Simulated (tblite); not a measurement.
C2H11N3Si3.
Numbering: `[CH:1]#[C:2][SiH2:3][N:4]([SiH3:5])[SiH:6]([NH2:7])[NH2:8]` (hydrogens: H9 on C1; H10, H11 on Si3; H12, H13, H14 on Si5; H15 on Si6; H16, H17 on N7; H18, H19 on N8)

Structure optimised with GFN2-xTB, isolated species.

Q: What internal coordinates does the optimisation give?

A: 
| bond | length (Å) |
| --- | --- |
| C1≡C2 | 1.202 |
| C2–Si3 | 1.853 |
| Si3–N4 | 1.739 |
| N4–Si5 | 1.738 |
| N4–Si6 | 1.754 |
| Si6–N7, Si6–N8 | 1.724 |
| C1–H9 | 1.053 |
| Si3–H10, Si3–H11 | 1.468 |
| Si5–H12, Si5–H13, Si5–H14 | 1.465 |
| Si6–H15 | 1.464 |
| N7–H16 and 3 like bonds | 1.007 |

Bonds in one row agree within 0.01 Å and their mean is given. A selection of angles:
| angle | degrees |
| --- | --- |
| C1–C2–Si3 | 179.3 |
| C2–Si3–N4 | 109.0 |
| Si3–N4–Si5 | 118.0 |
| Si3–N4–Si6 | 121.5 |
| Si5–N4–Si6 | 120.4 |
| N4–Si6–N7 | 106.1 |
| N4–Si6–N8 | 116.9 |
| N7–Si6–N8 | 104.4 |
| H16–N7–Si6 | 117.5 |
| H17–N7–Si6 | 117.4 |
| H18–N8–Si6 | 116.8 |
| H19–N8–Si6 | 116.9 |

Torsions: C2–Si3–N4–Si5 -55° (synclinal); Si3–N4–Si6–N7 99° (anticlinal). The mirror-image conformer, all signs reversed, is as good.

N7 (silicon-bound nitrogen) is pyramidal (angles 117.5°, 117.4° and 110.0°, sum 344.9°, 0.27 Å off the plane of its three neighbours). Si6 (SiH silicon) is distorted tetrahedral (angles from 104.4° to 118.2°). Si3 (SiH2 silicon) is tetrahedral (angles from 108.5° to 111.4°). Si5 (SiH3 silicon) is tetrahedral (angles from 108.8° to 110.1°). The 5 N–Si bonds span 1.723 Å (Si6–N8, drawn single) to 1.754 Å (N4–Si6, drawn single), a spread of 0.031 Å. N4 (nitrogen bridging silicon atoms) is planar (angles 121.5°, 120.4° and 118.0°, sum 359.9°, 0.03 Å off the plane of its three neighbours).

Point group: C1 (no symmetry element, even within 0.4 Å). GFN2-xTB frequencies show an imaginary mode (48i cm⁻¹), so the point is no minimum at that level. Torsions: C2–Si3–N4–Si5 -55°, Si3–N4–Si6–N7 99°, N4–Si6–N7–H 176° and -49°, N4–Si6–N8–H -75° and 57°. 3 starts were optimised and ended at 0.00, 0.03 and 0.89 kcal/mol (GFN2-xTB); the lowest of these is shown.

All values are computed, not measured.
